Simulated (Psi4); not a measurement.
Psi4 input (wB97X-D/6-311+G**):

```
memory 1500 MB

molecule {
-1 1
C     1.33692900   -0.65545600   -0.46726200
B     0.12422100   -0.00877700   -0.00967500
C    -1.38545100   -0.49669100   -0.27697100
F     0.14707700    1.18294400    0.76099900
H     2.33889400   -0.28092900   -0.25704000
H     1.32191000   -1.56999200   -1.05876300
H    -1.41889000   -1.41570400   -0.87077800
H    -1.92411500   -0.68829200    0.66217600
H    -1.97147000    0.26518500   -0.81081700
symmetry c1
no_reorient
no_com
}

set {
  basis 6-311+G**
  reference rks
  scf_type df
  df_basis_scf def2-universal-jkfit
  dft_radial_points 99
  dft_spherical_points 590
  e_convergence 1e-8
  d_convergence 1e-7
  maxiter 150
}

e = energy('wb97x-d')
print_out(f'\nFINAL {e:.10f} DIPOLE {variable("CURRENT DIPOLE")[0]:.6f} {variable("CURRENT DIPOLE")[1]:.6f} {variable("CURRENT DIPOLE")[2]:.6f}\n')
```

From the output:

```
      95A      2.859270    96A      2.888703    97A      2.951396
      98A      3.072079    99A      3.155745   100A      3.179896
     101A      3.234564   102A      3.812472   103A      4.037080
     104A      4.064881   105A      4.092661   106A      4.133516
     107A      4.142608   108A      4.184301   109A      4.283423
     110A      4.477290   111A      4.844886   112A      6.649298
     113A      6.694062   114A      6.820449   115A     14.982563
     116A     24.282838   117A     24.355219   118A     67.182696

    Final Occupation by Irrep:
              A
    DOCC [    16 ]
    NA   [    16 ]
    NB   [    16 ]

  @DF-RKS Final Energy:  -203.98625006403267

   => Energetics <=

    Nuclear Repulsion Energy =            102.4853583894138467
    One-Electron Energy =                -488.5109280633724325
    Two-Electron Energy =                 200.9387345414044148
    DFT Exchange-Correlation Energy =     -18.8969335559325202
    Empirical Dispersion Energy =          -0.0024813755460255
    VV10 Nonlocal Energy =                  0.0000000000000000
    Total Energy =                       -203.9862500640326743

Computation Completed

Properties will be evaluated at   0.000000,   0.000000,   0.000000 [a0]

Properties computed using the SCF density matrix

 Multipole Moments:

 ------------------------------------------------------------------------------------
     Multipole            Electronic (a.u.)      Nuclear  (a.u.)        Total (a.u.)
 ------------------------------------------------------------------------------------

 L = 1.  Multiply by 2.5417464519 to convert [e a0] to [Debye]
 Dipole X            :         -1.0892488           -0.0000094           -1.0892583
 Dipole Y            :          0.1415959           -0.0000057            0.1415903
 Dipole Z            :          0.1266790           -0.0000076            0.1266715
 Magnitude           :                                                    1.1057021

 ------------------------------------------------------------------------------------

FINAL -203.9862500640 DIPOLE -1.089258 0.141590 0.126671

*** Psi4 exiting successfully. Buy a developer a beer!
```

The dipole moment of an ion depends on the origin.

The geometry given is a B3LYP-D3(BJ)/def2-TZVP minimum.
